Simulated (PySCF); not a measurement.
Ionisation energy of Ru by level of theory

Ru [Kr] 4d7 5s1 (5F) → Ru⁺ [Kr] 4d7 (4F), as a difference of total energies. All numbers are calculated (PySCF 2.14, scalar relativity through the core potential, in def2-SVP with the def2 core potential (28 electrons)). Correlated levels: valence: 4s2 4p6 frozen. The calculations carry no spin-orbit coupling.

Question: Order these methods by the ionisation energy they give, lowest first.
A. LDA
B. UHF
C. SCS-MP2 (valence)
D. MP2 (valence)

Answer: B (6.335 eV), C (6.738 eV), D (6.913 eV), A (8.135 eV).

Errors of the correlated levels include the incompleteness of this basis and the frozen core.

For comparison: 7.365 eV (measured; NIST levels, between the centres of gravity of the two terms).
